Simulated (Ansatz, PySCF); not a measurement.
Gas-phase reaction (SMILES): C[SiH2]C → C[SiH]C + H atom; the H-Si bond at the site shown breaks (other sites are not compared here).

Structures are relaxed separately at B3LYP-D3(BJ)/def2-TZVP in Ansatz (an electronic-structure program). Correlated levels leave the core frozen unless marked. Open shells are spin-unrestricted. No spin-orbit coupling. No relativistic terms. CBS marks a two-point X^-3 extrapolation of the correlation energy; Hartree-Fock from the larger set (for Q and 5 zeta extrapolated as (X+1)exp(-9√X)). Thermal terms are rigid-rotor harmonic-oscillator values from B3LYP-D3(BJ) frequencies (Ansatz or PySCF) at 298.15 K and 1 atm. 1 Eh = 627.5095 kcal/mol. Atoms have translation alone.

```
species   E, CCSD(T)/CBS(cc-pV(Q+d)Z,cc-pV(5+d)Z) (Ansatz) (Eh)  E, r2SCAN-D4/def2-TZVPD (Ansatz + dftd4) (Eh)  H - E (Eh)
--------  -----------------------------------------------------  ---------------------------------------------  ----------
C[SiH2]C                                             -370.00471                                     -370.49180     0.09658
C[SiH]C                                              -369.34820                                     -369.84322     0.08696
H atom                                                 -0.50000                                       -0.49993     0.00236
```

### Question
Work out ΔE and ΔH at 298.15 K at the first level, then ΔH at the second.

### Answer

1. ΔE = [(-369.34820) + (-0.50000)] - [(-370.00471)] = 0.15651 Eh = 98.2 kcal/mol at CCSD(T)/CBS(cc-pV(Q+d)Z,cc-pV(5+d)Z).
2. The terms H - E add up to -0.00726 Eh, so ΔH = (0.15651 + (-0.00726))×627.5095 = 93.7 kcal/mol.
3. At r2SCAN-D4/def2-TZVPD the same steps give ΔE = 93.3 and ΔH = 88.7 kcal/mol, a shift of -5.0 from the first level.
4. These values are not checked against measurement here, since the tables used lack a sound gas-phase enthalpy of formation for at least one species.
